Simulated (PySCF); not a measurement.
Radial density of As⁻ (arsenic, charge -1)

B3LYP, [Ar] 3d10 4s2 4p4, high-spin 3P determinant. All numbers are calculated (PySCF 2.14, the spin-free X2C one-electron Hamiltonian (Gaussian nucleus), in aug-cc-pVQZ-DK (8s7p5d3f2g, 93 functions)).

| r (bohr) | 4πr²ρ (e/bohr) | 4πr²(ρα − ρβ) |
| --- | --- | --- |
| 0.000983 | 0.4832 | 0.0000 |
| 0.00165 | 1.180 | 0.0000 |
| 0.00278 | 2.806 | 0.0000 |
| 0.00468 | 6.398 | -0.0001 |
| 0.00787 | 13.54 | -0.0001 |
| 0.0132 | 25.16 | 0.0000 |
| 0.0223 | 37.51 | 0.0015 |
| 0.0374 | 39.84 | 0.0086 |
| 0.0630 | 32.94 | 0.0287 |
| 0.106 | 41.89 | 0.0461 |
| 0.178 | 43.63 | 0.0047 |
| 0.300 | 24.35 | 0.0249 |
| 0.504 | 30.91 | 0.0958 |
| 0.848 | 14.12 | 0.0073 |
| 1.43 | 3.700 | 0.5767 |
| 2.40 | 2.164 | 0.7832 |
| 4.04 | 0.5908 | 0.2439 |
| 6.79 | 0.08096 | 0.0152 |
| 11.4 | 0.003626 | -0.0004 |

Densities and radii are taken from the X2C orbitals without a picture-change correction, which distorts them close to the nucleus.

At B3LYP the highest occupied level has a positive energy, so only the finite basis holds that electron; in a semilocal or global hybrid functional this comes from self-interaction and does not mean that the real anion is unbound.
